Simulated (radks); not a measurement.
Values are calculated unless marked as measured or tabulated.
Q: The neodymium ion Nd4+, 56 electrons, occupied as [Xe] 4f2. Level of theory: scalar-relativistic Kohn-Sham, PBE, spin-polarised, spherical densities, finite nucleus; open shells are filled with parallel spins first (spin-orbit coupling, left out, can overturn this in heavy ions); Fermi nuclear charge, rms radius 4.9123 fm (a radial shooting solver on a logarithmic mesh with Libxc functionals). Some entries of the table are withheld. Estimate them.

orbital,occ.,eigenvalue (eV),<r^2> (bohr^2)
1s down,1,-43448.20,0.0007600
1s up,1,-43448.20,0.0007600
2s up,1,-7071.227,0.01204
2s down,1,-7071.220,0.01204
2p up,3,-6326.906,0.009626
2p down,3,-6326.901,0.009626
3s up,1,-1576.846,0.08107
3s down,1,-1576.169,0.08102
3p up,3,-1342.081,0.08112
3p down,3,-1341.407,0.08106
3d up,5,-1016.141,0.06886
3d down,5,-1015.619,0.06879
4s up,1,-355.7869,0.4126
4s down,1,-354.0080,0.4125
4p up,3,-278.4895,0.4642
4p down,3,-276.7098,0.4642
4d up,5,-168.4387,0.5630
4d down,5,-166.6675,0.5637
5s up,1,-83.4620,2.175
5s down,1,-82.5269,2.198
5p up,3,(1),2.781
5p down,3,(2),2.815
4f up,2,-50.4965,1.001
4f down,0,-48.8815,1.026

A: 
(1) 5p up eigenvalue (eV): -62.8930
(2) 5p down eigenvalue (eV): -62.1885
